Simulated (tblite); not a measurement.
Species: C5H15AlGeS.
SMILES with atom numbers: `[CH3:1][CH2:2][CH2:3][C@H:4]([CH2:5][GeH3:6])[S:7][AlH2:8]` (hydrogens: H9, H10, H11 on C1; H12, H13 on C2; H14, H15 on C3; H16 on C4; H17, H18 on C5; H19, H20, H21 on Ge6; H22, H23 on Al8)

Computed with GFN2-xTB (tblite), gas phase: L-BFGS steps from a force-field or distance-geometry start until the largest atomic force falls under 0.01 eV/Å.

Step 73: E = -669.9906 eV
```
atom  x, y, z in Å  |  force x, y, z in eV/Å
C1     -2.8304   -1.6866   -0.8113    0.002  -0.010  -0.008
C2     -1.3290   -1.5705   -0.5857   -0.002   0.018  -0.012
C3     -0.8698   -0.1164   -0.6418    0.008   0.015   0.002
C4      0.6311    0.0391   -0.4747    0.025  -0.023   0.015
C5      1.0804    1.4826   -0.3947    0.005  -0.016   0.013
Ge6     0.3604    2.4210    1.1890   -0.019   0.011   0.000
S7      1.5183   -0.8165   -1.8852   -0.007   0.003  -0.012
Al8     3.2666   -0.7673   -0.5821    0.027   0.008  -0.042
H9     -3.3741   -1.0671   -0.0998   -0.001  -0.029  -0.026
H10    -3.0842   -1.3665   -1.8193   -0.031   0.029   0.028
H11    -3.1539   -2.7174   -0.6902   -0.005   0.004   0.002
H12    -1.0691   -1.9980    0.3867    0.010   0.038  -0.022
H13    -0.8005   -2.1359   -1.3548   -0.006  -0.015   0.009
H14    -1.3535    0.4422    0.1699   -0.018   0.021  -0.004
H15    -1.1677    0.3334   -1.5918   -0.008  -0.036  -0.007
H16     0.9344   -0.4826    0.4471    0.006  -0.017   0.029
H17     0.8291    2.0094   -1.3172   -0.010  -0.007   0.021
H18     2.1811    1.5033   -0.3099    0.001  -0.001   0.001
H19     0.4174    1.5155    2.3753   -0.006  -0.008   0.020
H20     1.1690    3.6377    1.4960    0.015   0.012  -0.003
H21    -1.0566    2.8622    1.0203   -0.009   0.004  -0.022
H22     4.5596    0.0016   -0.9015    0.001  -0.002   0.003
H23     3.1367   -1.4964    0.7711    0.022   0.002   0.017
```

Step 74: E = -669.9912 eV
```
atom  x, y, z in Å  |  force x, y, z in eV/Å
C1     -2.8308   -1.6866   -0.8112   -0.007  -0.009  -0.008
C2     -1.3296   -1.5702   -0.5884    0.003   0.007  -0.007
C3     -0.8699   -0.1168   -0.6415    0.007   0.017   0.003
C4      0.6305    0.0379   -0.4736    0.036  -0.035   0.002
C5      1.0794    1.4813   -0.3942    0.012  -0.023   0.006
Ge6     0.3606    2.4191    1.1887   -0.032   0.033   0.029
S7      1.5196   -0.8186   -1.8839   -0.011   0.006   0.001
Al8     3.2687   -0.7650   -0.5814    0.024   0.006  -0.043
H9     -3.3737   -1.0698   -0.0969   -0.003  -0.018  -0.019
H10    -3.0870   -1.3635   -1.8174   -0.036   0.026   0.019
H11    -3.1534   -2.7176   -0.6909   -0.007  -0.003  -0.006
H12    -1.0689   -1.9993    0.3825    0.017   0.030  -0.005
H13    -0.8019   -2.1347   -1.3581   -0.003  -0.019  -0.004
H14    -1.3529    0.4393    0.1718   -0.025   0.034   0.006
H15    -1.1677    0.3359   -1.5896   -0.013  -0.033  -0.020
H16     0.9325   -0.4852    0.4479    0.011  -0.009   0.031
H17     0.8269    2.0075   -1.3162   -0.020   0.000   0.008
H18     2.1797    1.5036   -0.3130    0.020  -0.007   0.012
H19     0.4074    1.5110    2.3747   -0.009   0.000   0.006
H20     1.1742    3.6321    1.5038    0.008  -0.004  -0.010
H21    -1.0536    2.8707    1.0129    0.004  -0.004  -0.016
H22     4.5648   -0.0073   -0.9119    0.006   0.003   0.001
H23     3.1405   -1.4768    0.7812    0.017   0.001   0.014
```

Step 75: E = -669.9918 eV
```
atom  x, y, z in Å  |  force x, y, z in eV/Å
C1     -2.8312   -1.6867   -0.8112   -0.014  -0.004  -0.005
C2     -1.3303   -1.5691   -0.5907    0.006  -0.007   0.001
C3     -0.8696   -0.1166   -0.6425    0.005   0.011   0.004
C4      0.6306    0.0363   -0.4721    0.033  -0.035  -0.007
C5      1.0780    1.4800   -0.3928    0.017  -0.021   0.004
Ge6     0.3600    2.4185    1.1896   -0.032   0.041   0.043
S7      1.5211   -0.8192   -1.8830   -0.010   0.006   0.018
Al8     3.2717   -0.7653   -0.5817    0.004   0.001  -0.043
H9     -3.3737   -1.0731   -0.0948   -0.009  -0.002  -0.002
H10    -3.0901   -1.3599   -1.8151   -0.038   0.018   0.003
H11    -3.1527   -2.7178   -0.6914   -0.007  -0.011  -0.017
H12    -1.0691   -1.9975    0.3796    0.022   0.015   0.019
H13    -0.8030   -2.1348   -1.3594    0.001  -0.018  -0.018
H14    -1.3535    0.4385    0.1705   -0.027   0.041   0.012
H15    -1.1665    0.3364   -1.5901   -0.012  -0.022  -0.035
H16     0.9301   -0.4884    0.4495    0.017   0.000   0.023
H17     0.8228    2.0061   -1.3138   -0.026   0.001  -0.002
H18     2.1780    1.5050   -0.3159    0.035  -0.012   0.021
H19     0.4020    1.5095    2.3761   -0.015   0.008  -0.004
H20     1.1765    3.6296    1.5085    0.003  -0.014  -0.015
H21    -1.0519    2.8761    1.0073    0.010  -0.010  -0.009
H22     4.5677   -0.0139   -0.9174    0.026   0.015  -0.008
H23     3.1484   -1.4668    0.7862    0.009  -0.004   0.016
```

**Question.** Estimate the geometry and energy of step 76. (The exact step hangs on the optimiser's Hessian estimate; all steps are aligned on step 75, rigid shifts and turns removed.)

**Answer.** E = -669.9924 eV, largest force 0.062 eV/Å
```
atom  x, y, z in Å  |  force x, y, z in eV/Å
C1     -2.8319   -1.6869   -0.8114   -0.015   0.003   0.001
C2     -1.3307   -1.5688   -0.5943    0.007  -0.018   0.008
C3     -0.8694   -0.1167   -0.6421   -0.004   0.002   0.002
C4      0.6312    0.0335   -0.4700    0.014  -0.014  -0.006
C5      1.0770    1.4778   -0.3919    0.019  -0.010   0.009
Ge6     0.3588    2.4179    1.1905   -0.018   0.035   0.048
S7      1.5217   -0.8217   -1.8805   -0.002   0.000   0.031
Al8     3.2751   -0.7634   -0.5820    0.006  -0.004  -0.017
H9     -3.3730   -1.0765   -0.0918   -0.014   0.012   0.015
H10    -3.0947   -1.3551   -1.8124   -0.035   0.006  -0.007
H11    -3.1526   -2.7182   -0.6925   -0.006  -0.016  -0.030
H12    -1.0673   -1.9983    0.3745    0.021   0.002   0.032
H13    -0.8048   -2.1344   -1.3643    0.001  -0.007  -0.021
H14    -1.3540    0.4365    0.1724   -0.017   0.036   0.002
H15    -1.1666    0.3379   -1.5888   -0.004  -0.014  -0.035
H16     0.9280   -0.4910    0.4528    0.021   0.007   0.009
H17     0.8183    2.0037   -1.3122   -0.026  -0.004  -0.005
H18     2.1770    1.5059   -0.3188    0.040  -0.017   0.028
H19     0.3899    1.5029    2.3747   -0.022   0.026  -0.020
H20     1.1836    3.6229    1.5177   -0.011  -0.031  -0.019
H21    -1.0488    2.8870    0.9978    0.019  -0.016   0.001
H22     4.5748   -0.0236   -0.9322    0.018   0.010  -0.005
H23     3.1536   -1.4445    0.8002    0.008   0.010  -0.021
```

The energy changes by -0.0006 eV. The first-order estimate −F·Δx gives -0.0009 eV and the mean of the old and new forces, exact on a quadratic surface, -0.0006 eV. The step makes an angle of 82° with the force vector and moves no atom by more than 0.027 Å.

What follows is the cost of the whole relaxation. Hardware: one thread of an Arm Neoverse V1, shared host with 32 logical CPUs at a one-minute load of 29. Cost: 3.4 s of wall time.
